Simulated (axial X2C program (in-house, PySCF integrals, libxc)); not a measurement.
**GeSe along the bond: B97-3, with spin–orbit coupling**

Computed with an axial X2C code built on PySCF integrals. Two-component (2c) means X2C with spin–orbit coupling and atomic mean-field two-electron Coulomb and Gaunt terms. Basis: Se dyall-v3z [8s9p6d1f], Ge dyall-v3z [9s9p7d1f] (cores contracted in-house); Gaussian nuclei, density fitting, unrestricted open shells. Masses: Se 79.917 u, Ge 73.921 u.

State: Ω = 0 (closed shell). Dipoles are positive if Ge is the positive end.

Results along the bond:

| R (Å) | μ (D) | HOMO (eV) | LUMO (eV) |
| --- | --- | --- | --- |
| 1.862 | 0.728 | -7.41 | -1.65 |
| 1.947 | 1.126 | -7.52 | -1.87 |
| 2.012 | 1.426 | -7.58 | -2.03 |
| 2.076 | 1.724 | -7.56 | -2.18 |
| 2.140 | 2.019 | -7.38 | -2.33 |
| 2.215 | 2.356 | -7.20 | -2.50 |
| 2.290 | 2.682 | -7.03 | -2.66 |
| 2.386 | 3.083 | -6.83 | -2.86 |
| 2.504 | 3.541 | -6.62 | -3.08 |
| 2.675 | 4.141 | -6.37 | -3.37 |

The state is one determinant whose occupation by symmetry is held fixed; it was picked as the lowest of a PBE0 search that is not exhaustive. The closed shell is kept restricted, so the energy runs too high when the bond is stretched far.
